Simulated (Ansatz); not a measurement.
Input for Ansatz (a first-principles code): U-CCSD(T)/6-31G on BCl, a point of a bond scan (R = 1.377 Å).

Ansatz 0.2 input:
```yaml
crystal:
  periodic: [false, false, false]
  atoms:
    - {symbol: B, position_ang: [-0.00000000, -0.00000000, -1.33031220]}
    - {symbol: Cl, position_ang: [0.00000000, 0.00000000, 0.04695220]}
basis:
  gaussian:
    orbitals: 6-31G
correlation: {method: ccsd_t, electrons: outside_noble_gas}
scf: {omitted_lower_state_checks: [cluster_reference]}
magnetization: {spin_polarized: true, initial_magnetization: 0}
```

Program output:

```
WARN ansatz: RAYON_NUM_THREADS=1 ignored (pool sized by the plan → 1); use --threads N
Functional definition: HF
these checks for a lower state are left out or cut short: cluster_reference
integrals: 0.00 GiB planned
266 factors; integrals over basis functions are off by at most 1.2e-4 eV
mean field: 0.05 GiB planned
mean field evaluation 1: about -13168.2792 eV, gradient 5.2e0 eV
mean field evaluation 2: about -13168.4217 eV, gradient 5.7e0 eV
mean field evaluation 4: about -13168.7086 eV, gradient 3.1e-1 eV
mean field evaluation 8: about -13168.7106 eV, gradient 9.3e-4 eV
mean field evaluation 16: about -13168.7048 eV, gradient 3.8e-1 eV
mean field evaluation 32: about -13168.7018 eV, gradient 9.8e-1 eV
mean field -13168.71337198 eV, -483.9412903459 hartree, gradient 4.3e-6 eV, S^2 0.066234; 4 other end points of the search recorded, 0 dependent functions left out
6 core orbitals not correlated
reference -13168.71337198 eV, -483.9412903459 hartree; 5, 5 occupied and 11, 11 virtual orbitals, 266 factors
second order -2.18854859 eV of doubles, -0.00000000 eV of singles
coupled cluster: 0.05 GiB planned
cycle   1  -2.44936752 eV  change   -2.6e-1 eV  update   7.4e-2
cycle   2  -2.63365543 eV  change   -1.8e-1 eV  update   3.5e-2
cycle   3  -2.70098613 eV  change   -6.7e-2 eV  update   2.2e-2
cycle   4  -2.72054120 eV  change   -2.0e-2 eV  update   1.4e-2
cycle   5  -2.73596249 eV  change   -1.5e-2 eV  update   7.3e-3
cycle   6  -2.73558815 eV  change    3.7e-4 eV  update   2.1e-3
cycle   7  -2.73670404 eV  change   -1.1e-3 eV  update   5.2e-4
cycle   8  -2.73649367 eV  change    2.1e-4 eV  update   1.2e-4
cycle   9  -2.73642641 eV  change    6.7e-5 eV  update   3.6e-5
cycle  10  -2.73644635 eV  change   -2.0e-5 eV  update   1.2e-5
cycle  11  -2.73644281 eV  change    3.5e-6 eV  update   3.6e-6
coupled cluster: 0.05 GiB planned
perturbative correction -0.09188337 eV, -0.0033766516 hartree
Total energy: -13171.54169816 eV, -484.0452294158 hartree
Checks for a lower state left out: cluster_reference
```

The run converged.

Cost: about 0.7 core-seconds (a rough figure).
